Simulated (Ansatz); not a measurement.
Mulliken charges of BFH4OSi (`FBO[SiH3]`) from ωB97M-V/def2-TZVPP in Ansatz (PBE0-D4/def2-TZVP geometry).

| atom | x (Å) | y (Å) | z (Å) | charge (e) |
| --- | --- | --- | --- | --- |
| F1 | -1.599 | -1.699 | 1.426 | -0.234 |
| B2 | -0.685 | -0.788 | 1.133 | 0.300 |
| O3 | -0.487 | -0.477 | -0.158 | -0.330 |
| Si4 | 0.521 | 0.573 | -0.945 | 0.311 |
| H5 | -0.075 | -0.279 | 2.030 | 0.022 |
| H6 | -0.317 | 1.531 | -1.702 | -0.023 |
| H7 | 1.371 | 1.296 | 0.035 | -0.024 |
| H8 | 1.365 | -0.214 | -1.874 | -0.023 |

Q: By hand: the dipole of these point charges (1 e Å = 4.8032 D).

A: Σ q r = (0.433, 0.429, -0.109) e Å, of length 0.619 e Å = 2.97 D.

Q: How does the dipole of the full density compare? (An estimate is asked.)

A: Ansatz gave: (0.255, 0.256, -0.109) e Å, 1.81 D; the point charges give 1.64 times that, at 7° from its direction.

Point charges leave out the atoms' own dipoles, such as those of lone pairs, and Mulliken's split depends on the basis, so the two needn't agree.
